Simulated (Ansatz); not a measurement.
`F[Si]1(Br)BC1`, relaxed with RKS PBE0-D4/def2-TZVP in Ansatz 0.2.0 from a PBE-D4/def2-SVP geometry. The force threshold is 0.005 eV/Å; the program also tests the step.

Charge 0, multiplicity 1.

Start:

```xyz
8

F     0.866   -1.295   -1.620
Si   -0.056   -1.038   -0.291
Br    0.533   -2.637    1.138
B    -1.127    0.488    0.068
C     0.250    1.052    0.010
H    -2.066    0.708    0.791
H     1.014    0.848   -0.769
H     0.584    1.875    0.673
```

Q: By how much does the energy fall, and how many steps does the optimiser take? (An estimate is asked.)

A: Computed: 8.02 kJ/mol, in 9 steps.

Q: Which bonds change most? (An estimate is asked.)

A: Computed: Si2–C5 from 2.134 to 2.013 Å; F1–Si2 from 1.638 to 1.592 Å; Si2–Br3 from 2.224 to 2.199 Å; B4–H6 from 1.206 to 1.185 Å.

Q: Give the relaxed structure. (Best estimate.)

A: The calculation gave: 
```xyz
8

F     0.826   -1.291   -1.603
Si   -0.003   -0.979   -0.280
Br    0.560   -2.562    1.138
B    -1.144    0.476    0.046
C     0.252    0.992    0.036
H    -2.065    0.738    0.744
H     0.959    0.860   -0.793
H     0.614    1.766    0.712
```
